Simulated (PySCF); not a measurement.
TiO⁺: from constants to spectrum

ROHF-CCSD(T) constants of TiO⁺, ²Δ (doublet), unpaired electrons δ ↑ (PySCF, no relativity, basis sets Ti def2-TZVPPD, O def2-TZVPPD; masses 47.9479 and 15.9949 u):

```
ωe                      : 1060.1 cm⁻¹
ωexe                    : 4.74 cm⁻¹
Be                      : 0.55549 cm⁻¹
αe                      : 0.00305 cm⁻¹
De to Ti⁺ (3d2 4s1) + O : 6.72 eV
```

Question: What force constant and bond length do these constants imply?

Answer: Reduced mass μred = 11.994 u; k = 5.8918×10⁻⁷·μred·ωe² (u, cm⁻¹, mdyn/Å) = 7.94 mdyn/Å; Re = √(16.8576/(μred·Be)) (u, cm⁻¹, Å) = 1.591 Å.

Question: Estimate the centrifugal constant D from the Kratzer relation and find the Dunham coefficient a1.

Answer: D = 4Be³/ωe² = 6.1e-07 cm⁻¹; a1 = −1 − αeωe/(6Be²) = -2.75.

Correlated steps freeze 6 core orbitals. For an ion De counts to the pair picked by the measured ionisation energies or electron affinities, which need not be the lowest pair at this level. The state is the lowest single determinant that the PBE0 search found; with open d or f shells the true ground state can be another one.
